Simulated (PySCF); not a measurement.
C4H5F2PSi.
Numbering: `[F:1][c:2]1[cH:3][pH:4][c:5]([F:6])[c:7]1[SiH3:8]` (hydrogens: H9 on C3; H10 on P4; H11, H12, H13 on Si8)

Cartesian coordinates in Å at the PBE0-D3(BJ)/def2-SVP level; atoms count from 1:
```
atom  x, y, z in Å
F1    -0.1512   -2.1761   -0.6265
C2     0.4891   -1.0323   -0.4146
C3     1.8214   -0.8763   -0.5747
P4     2.2404    0.8688   -0.3981
C5     0.5197    1.1866    0.1419
F6     0.1411    2.3902    0.5309
C7    -0.3030    0.1200    0.0005
Si8   -2.1571    0.0765    0.2816
H9     2.4987   -1.6602   -0.9114
H10    2.8336    0.8970    0.9020
H11   -2.4859   -0.9218    1.3410
H12   -2.6074    1.4309    0.7069
H13   -2.8518   -0.3153   -0.9799
```

Level of theory: core-valence-separated Tamm–Dancoff BHandHLYP/aug-pcX-1 (pcseg-1 on H, def2-SVPD on P, def2-SVPD on Si) in PySCF, non-relativistic, gas phase, PBE0-D3(BJ)/def2-SVP geometry.

Computed carbon K-edge spectrum, Gaussian lines of 0.8 eV full width, highest printed point 100; it ends one width below the last computed root. No empirical shift is added; at this level the pattern usually sits a few eV under experiment.

photon energy (eV), absorption and a bar:
```
    281.7          1 
    281.8          1 
    281.9          3 #
    282.0          6 ##
    282.1         12 ###
    282.2         20 ######
    282.3         32 #########
    282.4         46 ##############
    282.5         62 ###################
    282.6         77 #######################
    282.7         87 ##########################
    282.8         91 ###########################
    282.9         87 ##########################
    283.0         77 #######################
    283.1         63 ###################
    283.2         48 ##############
    283.3         34 ##########
    283.4         23 #######
    283.5         17 #####
    283.6         15 ####
    283.7         18 #####
    283.8         26 ########
    283.9         37 ###########
    284.0         50 ###############
    284.1         64 ###################
    284.2         76 #######################
    284.3         85 #########################
    284.4         91 ###########################
    284.5         94 ############################
    284.6         96 #############################
    284.7         98 #############################
    284.8        100 ##############################
    284.9        100 ##############################
    285.0         97 #############################
    285.1         91 ###########################
    285.2         82 ########################
    285.3         70 #####################
    285.4         58 #################
    285.5         47 ##############
    285.6         40 ############
    285.7         36 ###########
    285.8         35 ###########
    285.9         38 ###########
    286.0         43 #############
    286.1         47 ##############
    286.2         51 ###############
    286.3         54 ################
    286.4         54 ################
    286.5         52 ###############
    286.6         48 ##############
    286.7         43 #############
    286.8         39 ############
    286.9         35 ##########
```

**Question.** Where are the maxima, and which lines make them up?

**Answer.** 3 maxima:
- 282.8 eV: C3 (unsaturated ring CH carbon), 282.87 eV, f = 0.046, 1s→π*, 54 % of the height at the exact maximum; C7 (unsaturated ring carbon), 282.73 eV, f = 0.039, 1s→π*, 46 % of the height at the exact maximum
- 284.9 eV: C2 (unsaturated ring carbon), 284.95 eV, f = 0.068, 1s→π*, 71 % of the height at the exact maximum; C5 (unsaturated ring carbon), 284.31 eV, f = 0.067, 1s→π*, 19 % of the height at the exact maximum
- 286.4 eV: C3 (unsaturated ring CH carbon), 286.41 eV, f = 0.012, 25 % of the height at the exact maximum; C3 (unsaturated ring CH carbon), 286.14 eV, f = 0.015, 24 % of the height at the exact maximum; C7 (unsaturated ring carbon), 286.37 eV, f = 0.008, 16 % of the height at the exact maximum; C7 (unsaturated ring carbon), 286.56 eV, f = 0.008, 14 % of the height at the exact maximum

Further lines of some strength in the range: C3, 285.31 eV, f = 0.022; C7, 286.00 eV, f = 0.009; C7, 286.82 eV, f = 0.009.

Roots within 0.03 eV on the same or equivalent atoms count as one line; shares under 12 % aren't listed.

Vibrational structure and lifetime widths aren't in the curve. The ionisation threshold wasn't computed; near and above it a finite basis only mimics Rydberg series and continuum.
